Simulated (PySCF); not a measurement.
C8H5N5, SMILES C12N=CN=C3N2C(=NC=C3)N=CC=1.

Coordinates come from a PBE-D3(BJ)/def2-SVP optimisation.

Two levels are set side by side: TDA-PBE/def2-SVP (PySCF) and TDA-M06-2X/def2-SVP (PySCF). Vertical, same geometry. The lowest singlet is HOMO→LUMO 99 % with PBE and HOMO→LUMO 98 % with the other functional; states are paired by order. Differences are taken from unrounded values.

```csv
quantity,TDA-M06-2X
lowest singlet excitation (eV),2.38
lowest triplet excitation (TDA) (eV),2.15
first bright state (f over 0.05) (eV),4.53
its oscillator strength,0.22
```

Q: What does TDA-PBE give, and how far is it from TDA-M06-2X? (An estimate is asked for; the answer gives what the named calculation found.)

A: 
```json
[
 {"quantity": "lowest singlet excitation (eV)", "TDA-PBE": "2.09", "TDA-PBE minus TDA-M06-2X": "-0.29"},
 {"quantity": "lowest triplet excitation (TDA) (eV)", "TDA-PBE": "1.88", "TDA-PBE minus TDA-M06-2X": "-0.27"},
 {"quantity": "first bright state (f over 0.05) (eV)", "TDA-PBE": "3.77", "TDA-PBE minus TDA-M06-2X": "-0.76"},
 {"quantity": "its oscillator strength", "TDA-PBE": "0.05", "TDA-PBE minus TDA-M06-2X": "-0.17"}
]
```

A lower first singlet is the usual sign of a functional without exact exchange. Differences between two approximate levels are no errors against the true value.

Rough cost on one machine, each run with all the roots and properties that it gave: TDA-M06-2X against TDA-PBE about 7 times.
